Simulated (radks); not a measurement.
Values are calculated unless marked as measured or tabulated.
Neutral zirconium inside a hard spherical wall (all orbitals vanish at R), configuration held at [Kr] 4d2 5s2 and not refilled when levels cross. Code: a radial shooting solver on a logarithmic mesh with Libxc functionals. Model: scalar-relativistic Kohn-Sham, PBE, spin-polarised, spherical densities, finite nucleus; open shells are filled with parallel spins first (spin-orbit coupling, left out, can overturn this in heavy ions); Fermi nuclear charge, rms radius 4.2694 fm. Eigenvalues in eV for spin up, with the zero of energy where the potential of the charges vanishes at infinity; a dash marks a level that is unbound or too diffuse for the functional's potential to be trusted. A positive occupied level is held by the wall or, in an anion where self-interaction has pushed it up, behind a barrier. The pressure on the wall is -dE/dV.

| R (bohr) | E (hartree) | kinetic (hartree) | e(4s) | e(4p) | e(5s) | e(4d) | e(5p, empty) | e(6s, empty) | pressure (GPa) |
|---|---|---|---|---|---|---|---|---|---|
| free | -3598.51063 | 3699.966 | -54.812 | -32.852 | -4.700 | -4.058 | -1.601 | - | 0 |
| 20 | -3598.51063 | 3699.966 | -54.812 | -32.852 | -4.700 | -4.058 | -1.601 | - | < 0.0001 |
| 10 | -3598.50921 | 3699.980 | -54.714 | -32.755 | -4.625 | -3.971 | -1.408 | 2.068 | 0.0348 |
| 8 | -3598.49931 | 3700.047 | -54.316 | -32.362 | -4.298 | -3.624 | -0.800 | 5.197 | 0.426 |
| 7 | -3598.47896 | 3700.161 | -53.756 | -31.814 | -3.789 | -3.140 | 0.039 | 8.624 | 1.56 |
| 6 | -3598.42147 | 3700.432 | -52.638 | -30.727 | -2.617 | -2.165 | 1.829 | 14.967 | 6.05 |
| 5 | -3598.25237 | 3701.111 | -50.461 | -28.642 | 0.245 | -0.171 | 5.919 | 27.665 | 26.4 |
| 4 | -3597.70143 | 3703.082 | -46.175 | -24.581 | 8.118 | 4.257 | 16.410 | 56.163 | 144 |
| 2.5 | -3591.49223 | 3723.878 | -24.180 | -1.875 | 74.019 | 33.189 | 92.721 | 226.08 | 4620 |
| 2 | -3580.33596 | 3757.173 | 2.596 | 28.094 | 166.03 | 70.709 | 190.77 | 422.84 | 22000 |
| 1.5 | -3541.90047 | 3858.856 | 84.010 | 118.16 | 420.59 | 174.06 | 450.30 | 917.09 | 149000 |
